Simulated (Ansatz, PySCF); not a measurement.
This PySCF input computes a CCSD(T)/cc-pVDZ energy:

```python
from pyscf import gto, scf, mp, cc as ccmod

mol = gto.M(
    atom='''
    F    -1.17643994   -0.00568529   -0.08249748
    B     0.14184000    0.35971988    0.20792032
    O     1.23484493   -0.21842897   -0.03714054
    ''',
    basis='cc-pvdz',
    charge=-1,
    spin=1,
    verbose=4,
)

mf = scf.UHF(mol)
mf.conv_tol = 1e-10
mf.max_cycle = 100
mf.kernel()
mo, _, stable, _ = mf.stability(return_status=True)
if not stable:
    mf.kernel(mf.make_rdm1(mo, mf.mo_occ))
mp2 = mp.MP2(mf, frozen=3).run()
cc = ccmod.CCSD(mf, frozen=3)
cc.max_cycle = 100
cc.kernel()
et = cc.ccsd_t()
print(f'E(CCSD(T)) = {cc.e_tot + et:.9f}')
```

Task: Write an input for the same energy in Ansatz (an electronic-structure program) and say what it gives.

Result: 
Ansatz 0.2 input:
```yaml
crystal:
  periodic: [false, false, false]
  atoms:
    - {symbol: F, position_ang: [-1.17643994, -0.00568529, -0.08249748]}
    - {symbol: B, position_ang: [0.14184000, 0.35971988, 0.20792032]}
    - {symbol: O, position_ang: [1.23484493, -0.21842897, -0.03714054]}
basis:
  gaussian:
    orbitals: cc-pVDZ
total_charge: -1
magnetization: {spin_polarized: true, initial_magnetization: 1}
correlation: {method: ccsd_t, electrons: outside_noble_gas}
```
It gives -199.50067 Eh, and PySCF -199.50067 Eh, a difference of 0.00 mEh.
